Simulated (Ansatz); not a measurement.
Results of the Gaussian-basis code of Ansatz.

A structure relaxed at PBE0-D4/def2-TZVP, charge 0, multiplicity 1:

```json
{"atom": "C1", "x (Å)": "-0.108", "y (Å)": "-0.943", "z (Å)": "-1.999"}
{"atom": "Ti2", "x (Å)": "0.197", "y (Å)": "-0.376", "z (Å)": "0.058"}
{"atom": "F3", "x (Å)": "1.042", "y (Å)": "-1.921", "z (Å)": "0.496"}
{"atom": "C4", "x (Å)": "-1.902", "y (Å)": "-1.520", "z (Å)": "0.370"}
{"atom": "C5", "x (Å)": "-2.185", "y (Å)": "-0.252", "z (Å)": "-0.191"}
{"atom": "C6", "x (Å)": "-1.807", "y (Å)": "0.726", "z (Å)": "0.740"}
{"atom": "C7", "x (Å)": "-1.265", "y (Å)": "0.065", "z (Å)": "1.870"}
{"atom": "C8", "x (Å)": "-1.355", "y (Å)": "-1.321", "z (Å)": "1.643"}
{"atom": "C9", "x (Å)": "2.174", "y (Å)": "0.642", "z (Å)": "0.925"}
{"atom": "C10", "x (Å)": "1.164", "y (Å)": "1.620", "z (Å)": "0.951"}
{"atom": "C11", "x (Å)": "0.793", "y (Å)": "1.899", "z (Å)": "-0.382"}
{"atom": "C12", "x (Å)": "1.584", "y (Å)": "1.097", "z (Å)": "-1.227"}
{"atom": "C13", "x (Å)": "2.435", "y (Å)": "0.320", "z (Å)": "-0.420"}
{"atom": "H14", "x (Å)": "-0.752", "y (Å)": "-1.823", "z (Å)": "-2.025"}
{"atom": "H15", "x (Å)": "0.868", "y (Å)": "-1.216", "z (Å)": "-2.408"}
{"atom": "H16", "x (Å)": "-0.549", "y (Å)": "-0.170", "z (Å)": "-2.634"}
{"atom": "H17", "x (Å)": "-2.033", "y (Å)": "-2.473", "z (Å)": "-0.118"}
{"atom": "H18", "x (Å)": "-2.609", "y (Å)": "-0.072", "z (Å)": "-1.166"}
{"atom": "H19", "x (Å)": "-1.898", "y (Å)": "1.793", "z (Å)": "0.614"}
{"atom": "H20", "x (Å)": "-0.881", "y (Å)": "0.535", "z (Å)": "2.762"}
{"atom": "H21", "x (Å)": "-0.972", "y (Å)": "-2.093", "z (Å)": "2.292"}
{"atom": "H22", "x (Å)": "2.627", "y (Å)": "0.174", "z (Å)": "1.786"}
{"atom": "H23", "x (Å)": "0.743", "y (Å)": "2.074", "z (Å)": "1.834"}
{"atom": "H24", "x (Å)": "0.038", "y (Å)": "2.601", "z (Å)": "-0.702"}
{"atom": "H25", "x (Å)": "1.540", "y (Å)": "1.080", "z (Å)": "-2.303"}
{"atom": "H26", "x (Å)": "3.110", "y (Å)": "-0.448", "z (Å)": "-0.764"}
```

(1) Give its formula and SMILES.

(2) Point group (tolerance 0.08 Å, 0.16 Å for H)?

(3) Summarise the bond lengths by kind.

Answers

(1) C11H13FTi, `[CH3][Ti]12345678([F])([C@H]9[C@@H]1[C@@H]2[C@@H]3[C@H]94)[C@H]1[C@@H]5[C@@H]6[C@@H]7[C@H]18`.

(2) C1.

(3) 11 × C–Ti 2.155 to 2.411 Å; 13 × C–H 1.078 to 1.093 Å; 1 × F–Ti 1.815 Å; 10 × C–C 1.400 to 1.417 Å.
